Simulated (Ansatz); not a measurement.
Computed with Ansatz on PBE0-D4/def2-TZVP structures; ΔE is electronic, products minus reactants. CCSD(T)/CBS adds triple-zeta CCSD(T) − MP2 to the extrapolated MP2 energy (def2 sets, frozen cores). DFT in def2-TZVPP. For Se outer-core shells are correlated without core-valence functions, which leaves a few kJ/mol of doubt a bond. Scalar relativity is left out up to krypton. One conformer a species, not always the lowest.

Reaction (substitution at a C–C bond): `CC(Cl)=C(O)O` + `[AlH2][SeH]` → `C[Se][AlH2]` + `OC(O)=CCl`

| level | ΔE (kJ/mol) |
| --- | --- |
| revPBE | 0.3 |
| CCSD/def2-TZVPP | 7.3 |

(1) What does CCSD(T)/CBS give? (Estimate.)

Largest T1 diagnostic among the species: 0.012.

Answers

(1) The calculation gave: +7.3 kJ/mol. The listed levels differ from it by -7.0, 0.0 kJ/mol.

From BLYP to BHLYP (50 % exact exchange), in def2-TZVPP and without D4, ΔE moves by +5.1 kJ/mol. Leaving LDA and LC-ωPBE aside and taking each functional with its dispersion term where it has one, the values, not all of them listed here, spread over 6.1 kJ/mol, from BLYP-D4 to B97M-V. LDA lies +10.1 kJ/mol from PBE without D4.
